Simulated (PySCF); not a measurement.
# Do core-level shifts follow atomic charges?

Compound: isothiocyanate diacetylene, C₅HNS.
SMILES with atom numbers: `[CH:1]#[C:2][C:3]#[C:4][N:5]=[C:6]=[S:7]`

Binding energies: delta-SCF UKS SCAN, pcX-2 on the ionised atom, pcseg-1 elsewhere, spin-free X2C (PySCF). Charges: PBE0/pcSseg-1 ground-state density, for the ionised atom.

```json
{"atom": "C1", "environment": "terminal alkyne carbon", "C 1s (eV)": "290.12", "Mulliken (e)": "-0.332", "IAO (e)": "-0.185", "Hirshfeld (e)": "-0.069", "ESP (e)": "-0.307"}
{"atom": "C3", "environment": "alkyne carbon", "C 1s (eV)": "290.98", "Mulliken (e)": "+0.032", "IAO (e)": "-0.064", "Hirshfeld (e)": "-0.038", "ESP (e)": "+0.298"}
{"atom": "C2", "environment": "alkyne carbon", "C 1s (eV)": "291.23", "Mulliken (e)": "+0.326", "IAO (e)": "-0.026", "Hirshfeld (e)": "-0.040", "ESP (e)": "-0.096"}
{"atom": "C4", "environment": "alkyne carbon", "C 1s (eV)": "292.18", "Mulliken (e)": "+0.134", "IAO (e)": "+0.086", "Hirshfeld (e)": "+0.037", "ESP (e)": "-0.577"}
```

Question: How well does each charge scheme correlate with the binding energies over these sites?

Answer: IAO: r = 1.00, slope 7.6 eV per e; Hirshfeld: r = 0.95, slope 17.8 eV per e; Mulliken: r = 0.72, slope 2.2 eV per e; ESP: r = -0.37, slope -0.9 eV per e. IAO charges have the highest r, on only 4 points.

Question: The point-charge model writes a binding energy as kq + V + constant, with V the potential of the other atoms' charges at the site. What does it give with the Mulliken charges?

Answer: V = Σ 14.40 eV Å × q/r over all other atoms: +4.89 eV at C1, +1.51 eV at C3, -3.47 eV at C2, -3.22 eV at C4. Fitting binding energy − V to q gives k = 15.8 eV per e and leaves an rms residual of 1.65 eV, against 0.51 eV for the fit on q alone. The model has no term for differences in relaxation between sites.

Spin contamination (⟨S²⟩ against 0.75 for a pure doublet) is marked for C 1s of C1 (0.86), C 1s of C3 (0.90), C 1s of C2 (0.96) and C 1s of C4 (0.96), which makes these values less certain. Isolated species at its PBE0-D3(BJ)/def2-SVP geometry, gas phase.
